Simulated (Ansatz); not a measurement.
**Ligand exchange: SnH2(CH3)(SiH3) + SiH3(SH) → SnH2(SiH3)2 + CH4S**

Gas-phase species: SnH2(CH3)(SiH3), singlet; SiH3(SH) (sulfanylsilane), singlet; SnH2(SiH3)2, singlet; CH4S (methanethiol) `CS`, singlet. The partners trade CH3 for SiH3: Sn–CH3 and S–SiH3 bonds give way to Sn–SiH3 and S–CH3.

Shapes, held fixed at every level: PBE0-D4/def2-TZVP. Programs: Ansatz 0.2.0. The zero-point and thermal change to 298 K, harmonic and unscaled (PBE0-D4/def2-TZVP), is +2.4 kJ/mol.

```
              level                    kind  ΔH(298 K) (kJ/mol)  less CCSD(T)/def2-TZVPP
        HF/def2-SVP            Hartree–Fock               +58.4                     -7.0
   SPW92/def2-TZVPP                     LDA               +51.5                    -13.9
BHLYP-D4/def2-TZVPP           global hybrid               +60.3                     -5.1
 wB97X-V/def2-TZVPP  range-separated hybrid               +60.5                     -4.9
     MP2/def2-TZVPP     perturbation theory               +70.9                     +5.5
      CCSD/def2-SVP   coupled cluster or CI               +53.7                    -11.7
    CCSD/def2-TZVPP   coupled cluster or CI               +65.0                     -0.4
 CCSD(T)/def2-TZVPP   coupled cluster or CI               +65.4                      0.0
```

The highest level, CCSD(T)/def2-TZVPP, gives ΔH(298 K) = +65.4 kJ/mol; the levels span +51.5 to +70.9. The column of differences is taken from that level and isn't an error. No measured value is set beside it here. For atoms past krypton def2 sets carry core potentials with scalar relativity. Outer-core shells of Sn are correlated, in sets that cover them unevenly.
